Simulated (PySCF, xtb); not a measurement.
Se(Cl)(OMe) (CH3ClOSe), SMILES [Se](Cl)OC.

GFN2-xTB (xtb) at its own geometry gives an orbital gap of 3.07 eV and a dipole moment of 1.80 D.

Geometry: PBE0-D3(BJ)/def2-SVP. Other conformers were not sampled.

**Question.** What does PBE/def2-TZVP (PySCF) give? (The exact figures need the calculation; the answer reports its results.)

**Answer.** gap 2.53 eV (levels -5.47 and -2.94 eV), dipole 1.83 D.
